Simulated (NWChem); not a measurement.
# C2H2ClF; SMILES F/C=C\Cl

Computed with NWChem. Pople sets run with spherical d functions. The level has its own optimisation; frequencies are unscaled. Brackets give each atom's bonded neighbours.

Problem. Predict the results for B3LYP/6-31G*. Quantities: r C–F (Å); r C–C (Å); r C–H [C(CFH)–H(C)] (Å); r C–Cl (Å); highest harmonic frequency (cm⁻¹); lowest (cm⁻¹); zero-point energy (kcal/mol).

Solution. The r C–F (Å) is 1.337 and the r C–C (Å) is 1.329. The r C–H [C(CFH)–H(C)] (Å) is 1.086 and the r C–Cl (Å) comes out as 1.736. The highest harmonic frequency (cm⁻¹) comes out as 3263 and the lowest (cm⁻¹) comes out as 198. The zero-point energy (kcal/mol) is 22.5.
